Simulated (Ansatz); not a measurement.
Two shapes of singlet BF₃.

Shape 1:

```xyz
4

B     0.0000    0.0000    0.0000
F     1.3104    0.0000    0.0000
F    -0.6552    1.1348    0.0000
F    -0.6552   -1.1348    0.0000
```

Shape 2:

```xyz
4

B     0.0136   -0.0481   -0.0022
F     1.2932    0.0440   -0.0166
F    -0.6680    1.1296   -0.0481
F    -0.6646   -1.1204    0.0469
```

Basis set: def2-TZVP (spherical functions). Correlated methods keep 4 orbitals frozen. Charge 0, multiplicity 1.

Computed with Ansatz (development build ahead of 0.2.0); each method stands on the lowest determinant of its kind that the runs found.

Question: Which shape is lower in energy, and by how much in each method?

Answer:

| method | E(2) − E(1) (eV) |
| --- | --- |
| RHF | 0.120 |
| RHF-MP2 | 0.141 |

Shape 1 is lower.
